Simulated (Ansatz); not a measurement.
Wavefunction ladder for C2H6AlFO

```xyz
11

C     1.233    0.231    0.879
C    -0.214    0.484    0.636
F    -0.327    1.316   -0.692
Al   -1.364   -0.338   -0.708
O    -0.750   -1.503   -1.778
H     1.814    1.151    0.989
H     1.688   -0.387    0.102
H     1.305   -0.322    1.822
H    -0.643    1.171    1.366
H    -2.905   -0.033   -0.768
H     0.163   -1.771   -1.848
```

The species carries charge 0 and has multiplicity 1. The bonds changed during the relaxation, so this is another structure than the one it started from. The structure was optimised at the PBE0-D4/def2-TZVP level. It is one conformer, not always the lowest. Frozen core, restricted reference, Ansatz. CBS rows extrapolate triple and quadruple zeta; past MP2 they add the triple-zeta difference.

```tsv
basis	HF (Eh)	MP2 corr.
def2-TZVPP	-495.60824	-0.91779
def2-QZVPP	-495.62800	-0.99052
```

Q: Estimate the CCSD correlation energy and the (T) correction in each basis where they were run (hartree).

A: 
| basis | CCSD corr. | (T) |
| --- | --- | --- |
| def2-TZVPP | -0.95135 | -0.03363 |
| CBS(def2) | -1.07795 | as TZ |
